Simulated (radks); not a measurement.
Species: Pr6+. Configuration: [Kr] 4d10 4f1 5s2 5p4 (the NIST ground configuration).

All-electron calculation, scalar-relativistic Kohn-Sham, LB94 model potential, spin-polarised, spherical densities, finite nucleus; open shells are filled with parallel spins first (spin-orbit coupling, left out, can overturn this in heavy ions); Fermi nuclear charge, rms radius 4.8919 fm. Program: a radial shooting solver on a logarithmic mesh with Libxc functionals.

Energy parts (eV):
part                  energy
kinetic            267469.94
electron-nucleus  -605762.72
Hartree             92967.58
(The LB94 potential has no energy functional, so no total or exchange-correlation energy is given.)

Orbitals (lengths in bohr, moments of r in powers of bohr; <r^-3> diverges for s and p1/2; r(max) is where P^2 peaks; r(90%) holds 90 % of the orbital's charge):
orbital  occ.  eigenvalue (eV)  <r^-3>  r(90%)      <r>   r(max)
1s up       1        -42077.69       -  0.0434  0.02406  0.01541
1s down     1        -42077.69       -  0.0434  0.02406  0.01541
2s up       1        -6862.377       -   0.159   0.1029  0.08717
2s down     1        -6862.284       -   0.159   0.1029  0.08717
2p up       3        -6155.859    8547   0.147  0.09033  0.07018
2p down     3        -6155.706    8546   0.147  0.09033  0.07018
3s up       1        -1563.036       -   0.398   0.2720   0.2492
3s down     1        -1562.988       -   0.398   0.2720   0.2492
3p up       3        -1338.574    1719   0.404   0.2699   0.2440
3p down     3        -1338.513    1719   0.403   0.2699   0.2440
3d up       5        -1022.194   236.1   0.385   0.2468   0.2004
3d down     5        -1022.139   236.1   0.385   0.2468   0.2004
4s up       1        -382.9315       -   0.889   0.6195   0.5775
4s down     1        -382.1421       -   0.890   0.6200   0.5776
4p up       3        -309.4579   376.7   0.949   0.6543   0.6027
4p down     3        -308.7615   375.8   0.951   0.6551   0.6030
4d up       5        -203.9779   43.44    1.06   0.7122   0.6319
4d down     5        -203.4460   43.28    1.07   0.7134   0.6326
4f up       1         -90.5130   6.129    1.42   0.8735   0.6523
4f down     0         -90.0969   6.126    1.41   0.8718   0.6544
5s up       1        -118.4847       -    1.96    1.380    1.285
5s down     1        -117.8423       -    1.95    1.372    1.278
5p up       3         -97.4400   73.31    2.19    1.534    1.419
5p down     1         -96.5049   75.43    2.18    1.526    1.410
5d up       0         -69.0672   6.872    2.68    1.871    1.719
5d down     0         -67.8360   7.013    2.69    1.870    1.713
6s up       0         -57.2759       -    3.65    2.629    2.600
6s down     0         -56.4833       -    3.67    2.645    2.606

The highest occupied level is 4f up at -90.513 eV. The spin density at the nucleus is -3.666 e/bohr^3 (1s -0.762, 2s 0.944, 3s 0.455, 4s 1.511, 5s -5.814). The density falls to 0.001 e/bohr^3 at r = 3.01 bohr.
